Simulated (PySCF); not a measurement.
SMILES [SiH2][SiH2][SiH3] (H7Si3), doublet (PBE0/def2-SVP optimised geometry):

```
10

Si     1.959     1.088    -1.916
Si     1.187     0.003     0.000
Si    -1.162     0.003     0.000
H      3.444     1.246    -2.008
H      1.417     0.524    -3.191
H      1.686    -1.409     0.086
H      1.691     0.745     1.199
H     -1.691    -0.705     1.206
H     -1.667    -0.690    -1.226
H     -1.669     1.409     0.000
```

Method: unrestricted PBE0/def2-TZVP in PySCF.

What are the frontier orbital energies (α orbitals alone; a β orbital can be the lowest empty one) and the dipole moment?

HOMO-2 -8.96 eV, HOMO-1 -8.18 eV, HOMO -6.24 eV, LUMO -0.35 eV, LUMO+1 0.10 eV; dipole moment 0.10 D.

On the same geometry unrestricted PBE/def2-TZVP (PySCF) gives HOMO-2 -7.76 eV, HOMO-1 -7.11 eV, HOMO -5.20 eV, LUMO -1.16 eV, LUMO+1 -0.74 eV; dipole moment 0.11 D.

Meta-Löwdin charges at PBE0/def2-TZVP: Si1 0.10, Si2 0.12, Si3 0.21, H4 -0.05, H5 -0.06, H6 -0.06, H7 -0.06, H8 -0.07, H9 -0.07, H10 -0.07.
